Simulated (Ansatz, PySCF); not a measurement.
Complex: SiH4 (SMILES [SiH4]) (first 5 atoms) with CH4O (SMILES CO); geometry from B3LYP-D3(BJ)/def2-TZVP.
(charge 0, multiplicity 1):
```xyz
11

Si    -0.17894    -0.14022     0.27365
H     -1.13386    -0.88964     1.11926
H     -0.32352     1.31513     0.49874
H     -0.51249    -0.41717    -1.14718
H      1.20733    -0.58065     0.52666
C     -0.25468    -0.41680     4.06923
O      0.42934     0.47987     3.20191
H     -0.13984    -0.13341     5.12028
H      0.19475    -1.39755     3.92331
H     -1.32065    -0.48560     3.82980
H      0.05010     1.35907     3.29937
```

Basis-set superposition error: the interaction energy with monomers in their own basis, and in the dimer's basis (counterpoise).

The values were computed with Ansatz (Gaussian basis) for Hartree–Fock, density functionals and correlated methods; PySCF for 6-31G* rows. Values without a source in brackets are computed.

| level | uncorrected (kcal/mol) | counterpoise (kcal/mol) | difference |
|---|---|---|---|
| PBE/def2-TZVPPD | -1.26 | -1.20 | 0.06 |
| BLYP/def2-TZVPPD | 0.25 | 0.33 | 0.07 |
| revPBE/def2-TZVPPD | 0.55 | 0.60 | 0.05 |
| B97M-V/def2-TZVPPD | -2.61 | -2.54 | 0.07 |
| B3LYP/6-31G* | -2.40 | -0.17 | 2.23 |
| BHLYP/def2-TZVPPD | -1.05 | -0.99 | 0.06 |
| MP2/6-31G* | -3.17 | -0.65 | 2.52 |
| MP2/aug-cc-pV(D+d)Z | -2.88 | -1.87 | 1.01 |
| CCSD/aug-cc-pV(D+d)Z | -2.56 | -1.58 | 0.97 |
| CCSD(T)/aug-cc-pV(D+d)Z | -2.91 | -1.87 | 1.05 |

The error is largest for MP2/6-31G* (2.52 kcal/mol) and smallest for revPBE/def2-TZVPPD (0.05 kcal/mol).

Ansatz is a quantum-chemistry and plane-wave program.
